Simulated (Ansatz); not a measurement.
All values below come from PBE0-D4/def2-TZVP run with Ansatz (a first-principles code). No frequencies were computed at this level.

Ansatz 0.2 input:
```yaml
crystal:
  periodic: [false, false, false]
  atoms:
    - { symbol: Br, position_ang: [-1.613033, -0.958179, 0.085193] }
    - { symbol: B, position_ang: [-0.000129, -0.000085, -0.002999] }
    - { symbol: Br, position_ang: [1.635483, -0.919632, -0.083846] }
    - { symbol: Br, position_ang: [-0.022321, 1.877894, 0.001652] }
basis:
  gaussian: { orbitals: def2-tzvp }
hamiltonian:
  xc: pbe0
  dispersion: d4
relax:
  max_steps: 150
```

Output:

```
Functional definition: PBE0
1408 factors; their error is unknown
mean field evaluation 1: about -210791.3869 eV, gradient 1.4e1 eV
mean field evaluation 2: about -210791.1294 eV, gradient 1.6e1 eV
mean field evaluation 4: about -210791.7764 eV, gradient 4.7e-1 eV
mean field evaluation 8: about -210793.0815 eV, gradient 6.7e-1 eV
mean field evaluation 16: about -210793.0818 eV, gradient 2.2e-5 eV
mean field -210793.08179560 eV, -7746.5028753058 hartree, gradient 2.2e-5 eV, S^2 0.000000; 0 other end points of the search recorded, 0 dependent functions left out
reference -210793.08182065 eV, -7746.5028762263 hartree; 55, 55 occupied and 120, 120 virtual orbitals, 1408 factors
relax step   1: F+E_penalty+E_count = -210793.22793674 eV  Δ(F+E_penalty+E_count) = +0.000e0 eV  max|allowed force component| = 4.518e-1 eV/Å  Δτ_max = 0.0000 Å  (25 SCF iters, accepted)
these checks for a lower state are left out or cut short: starts, cluster_reference, orbital_swaps, neighbouring_geometries, increment
1408 factors; their error is unknown
mean field -210793.09383049 eV, -7746.5033175799 hartree, gradient 4.5e-6 eV, S^2 0.000000; 0 other end points of the search recorded, 0 dependent functions left out
reference -210793.09385562 eV, -7746.5033185031 hartree; 55, 55 occupied and 120, 120 virtual orbitals, 1408 factors
relax step   2: F+E_penalty+E_count = -210793.23935774 eV  Δ(F+E_penalty+E_count) = -1.142e-2 eV  max|allowed force component| = 1.087e-1 eV/Å  Δτ_max = 0.0140 Å  (30 SCF iters, accepted)
these checks for a lower state are left out or cut short: starts, cluster_reference, orbital_swaps, neighbouring_geometries, increment
1408 factors; their error is unknown
mean field -210793.09478564 eV, -7746.5033526808 hartree, gradient 4.4e-6 eV, S^2 0.000000; 0 other end points of the search recorded, 0 dependent functions left out
reference -210793.09481079 eV, -7746.5033536050 hartree; 55, 55 occupied and 120, 120 virtual orbitals, 1408 factors
relax step   3: F+E_penalty+E_count = -210793.24009538 eV  Δ(F+E_penalty+E_count) = -7.376e-4 eV  max|allowed force component| = 3.162e-2 eV/Å  Δτ_max = 0.0082 Å  (31 SCF iters, accepted)
these checks for a lower state are left out or cut short: starts, cluster_reference, orbital_swaps, neighbouring_geometries, increment
1408 factors; their error is unknown
mean field evaluation 32: about -210791.7887 eV, gradient 6.8e-4 eV
mean field -210793.09486440 eV, -7746.5033555753 hartree, gradient 4.4e-6 eV, S^2 0.000000; 0 other end points of the search recorded, 0 dependent functions left out
reference -210793.09488955 eV, -7746.5033564994 hartree; 55, 55 occupied and 120, 120 virtual orbitals, 1408 factors
relax step   4: F+E_penalty+E_count = -210793.24018510 eV  Δ(F+E_penalty+E_count) = -8.973e-5 eV  max|allowed force component| = 4.125e-4 eV/Å  Δτ_max = 0.0041 Å  (31 SCF iters, accepted)
1408 factors; their error is unknown
mean field -210793.09486440 eV, -7746.5033555753 hartree, gradient 4.4e-6 eV, S^2 0.000000; 1 other end points of the search recorded, 0 dependent functions left out
reference -210793.09488955 eV, -7746.5033564995 hartree; 55, 55 occupied and 120, 120 virtual orbitals, 1408 factors
Total energy: -210793.24021025 eV, -7746.5086969367 hartree
Atom 0 at    -1.628711    -0.967626     0.085028 Å, force    -0.000048    -0.000001    -0.000136 eV/Å
Atom 1 at    -0.000004    -0.000005    -0.000054 Å, force     0.000041    -0.000012     0.000412 eV/Å
Atom 2 at     1.651237    -0.928603    -0.085647 Å, force     0.000024    -0.000006    -0.000139 eV/Å
Atom 3 at    -0.022522     1.896233     0.000674 Å, force    -0.000017     0.000019    -0.000137 eV/Å
Dipole moment:    -0.000002    -0.000005    -0.000004 e Å
```

Cost: around 60 core-seconds (rough).
